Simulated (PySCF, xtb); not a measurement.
methyl(silyl)silane (CH8Si2), SMILES C[SiH2][SiH3]. Atoms are numbered in the order given.

```xyz
11

Si    -0.2238     1.5680     0.0000
Si     0.6441    -0.6184     0.0000
C     -0.7507    -1.8966     0.0000
H      0.8692     2.5860     0.0000
H     -1.0740     1.7875    -1.2099
H     -1.0740     1.7875     1.2099
H      1.5085    -0.7973     1.2070
H      1.5085    -0.7973    -1.2070
H     -1.3868    -1.7801    -0.8916
H     -1.3868    -1.7801     0.8916
H     -0.3444    -2.9205     0.0000
```
Charge 0, spin multiplicity 1.

The structure is a stationary point at B3LYP-D3(BJ)/def2-SVP.

These are IEF-PCM-PBE0/def2-SVP run with PySCF values and carry that method's errors.

The values are the electrostatic part of the solvation free energy, E(continuum) − E(gas) at the gas-phase geometry, in a cavity of scaled van der Waals radii (PySCF's table); cavitation and dispersion terms are not included. In vacuum the orbital gap is 8.51 eV. The dipole moment in vacuum is 0.89 D.

Estimate the values in water (ε = 78.36), methanol (ε = 32.61), chlorobenzene (ε = 5.70). (The exact figures need the calculation; the answer reports its results.)


| solvent | ε | ΔG(elec) (kcal/mol) | dipole (D) | gap (eV) |
|---|---|---|---|---|
| water | 78.36 | -0.7 | 1.14 | 8.54 |
| methanol | 32.61 | -0.6 | 1.13 | 8.54 |
| chlorobenzene | 5.70 | -0.5 | 1.07 | 8.54 |

For comparison, GFN2-xTB/ALPB(water) (xtb, at the GFN2-xTB geometry, all terms of that model) gives -0.1 kcal/mol.
